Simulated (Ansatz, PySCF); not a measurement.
Gas-phase reaction R1 → P1, each structure at its B3LYP-D3(BJ)/def2-TZVP stationary point, reached from a drawn start; harmonic modes at that level show minima.
R1, HOS (SMILES [O]S) (charge 0, multiplicity 2):
```xyz
3

S     -0.42691    -0.12812    -0.38586
O     -0.42211    -0.12668     1.11960
H      0.84902     0.25471    -0.73384
```
P1, HOS (SMILES O[S]) (charge 0, multiplicity 2):
```xyz
3

O     -0.29049    -0.08720    -0.44296
S     -0.29747    -0.08929     1.19696
H      0.58796     0.17639    -0.75390
```

P less R. No zero-point or thermal terms; open shells are unrestricted.

Cores are frozen in the correlated methods.

The values were computed with Ansatz (an electronic-structure program) with Gaussian orbitals; PySCF for the D3/D4 terms. Each number belongs to the level named beside it.

Question: What reaction energy does B2PLYP/def2-TZVPPD give?

Answer: 2.4 kcal/mol

Question: Give the reaction energy at the level BHLYP-D3(BJ)/def2-TZVPPD.

Answer: 1.1 kcal/mol

Question: Predict the reaction energy from r2SCAN-D3(BJ)/def2-TZVPPD.

Answer: 5.4 kcal/mol
